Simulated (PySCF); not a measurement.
PPd: energy against distance

Set-up: basis P x2c-TZVPPall, Pd x2c-TZVPPall; spin-free X2C with a Gaussian nucleus; PySCF 2.14. Energies in eV from P + Pd (4d10) in their ground configurations at the same level. All curves are PBE0. state 1: ⁴Σ⁻ (quartet), unpaired electrons σ ↑, π ↑↑; state 2: Ms = 0.5 determinant of mixed spin (⟨S²⟩ near 1.8), unpaired electrons σ ↓, π ↑↑, a second solution, started from another occupation; state 3: ²Π (doublet), unpaired electrons π ↑, a second solution, started from another occupation; state 4: ⁴Δ (quartet), unpaired electrons π ↑↑, δ ↑, a second solution, started from another occupation.

```tsv
R (Å)	state 1	state 2	state 3	state 4
1.844	-1.225	-0.901	-1.052	0.9128
1.930	-1.782	-1.485	-1.541	0.0758
2.015	-2.075	-1.800	-1.755	-0.4559
2.080	-2.174	-1.911	-1.788	-0.7084
2.144	-2.199	-1.946	-1.747	-0.8676
2.208	-2.170	-1.926	-1.657	-0.9549
2.294	-2.074	-1.839	-1.504	-0.9880
2.401	-1.897	-1.669	-1.292	-0.9363
2.530	-1.643	-1.420	-1.024	-0.7890
2.701	-1.291	-1.057	-0.668	-0.5182
```

Problem. Put a parabola through the three lowest points of the state 1 curve and estimate Re, k and ωe (reduced mass 23.96 u; 1 eV/Å² = 0.16022 mdyn/Å; ωe = 1302.8·√(k/μ) cm⁻¹).

Solution. Through R = 2.08, 2.144, 2.208 Å the second-order coefficient is 6.59 eV/Å², so Re ≈ 2.142 Å, k ≈ 2.11 mdyn/Å and ωe ≈ 387 cm⁻¹. A polynomial fit of higher order to the unrounded PBE0 energies gives Re = 2.138 Å, k = 2.13 mdyn/Å, ωe = 388 cm⁻¹; anharmonicity and rounding make the difference.

The higher-order fit for each curve: state 1: Re = 2.138 Å, ωe = 388 cm⁻¹, De = 2.20 eV; state 2: Re = 2.149 Å, ωe = 384 cm⁻¹, minimum 1.95 eV below the ground-state fragments; state 4: Re = 2.288 Å, ωe = 327 cm⁻¹, minimum 0.99 eV below the ground-state fragments. State 3 gave no clean fit.

The metal atom is held in its measured ground configuration; semilocal functionals can put another filling of s and d lower by some tenths of an eV, and De to that atom would be smaller. ⟨S²⟩ of the unrestricted solution departs from its pure value on part of the curve, where spin states mix. These are scalar-relativistic numbers at best; spin–orbit coupling would shift them, the dissociation energy most. The state is the lowest single determinant that the PBE0 search found; with open d or f shells the true ground state can be another one.
